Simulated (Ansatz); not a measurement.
(1) Predict a relaxed structure of MoS₃⁻ (the lowest doublet isomer of a short search), charge -1, doublet, at PBE0-D4/def2-SVPD (Ansatz).

## Answers

(1) 
Cartesian coordinates in Å:
```
Mo 0.001 -0.002 -0.001
S -0.171 0.679 -2.039
S -1.689 -0.919 0.976
S 1.859 0.242 1.065
```
Point group D3h (tolerance 0.1 Å). The metal has 3 neighbours: S 2.16 Å, S 2.16 Å, S 2.16 Å. This is one stationary point.

In the def2 sets Mo takes a core potential; there is no spin–orbit coupling. The relaxation made no stability test and no search for a lower SCF solution. The structure comes from a short search, and lower isomers may exist.
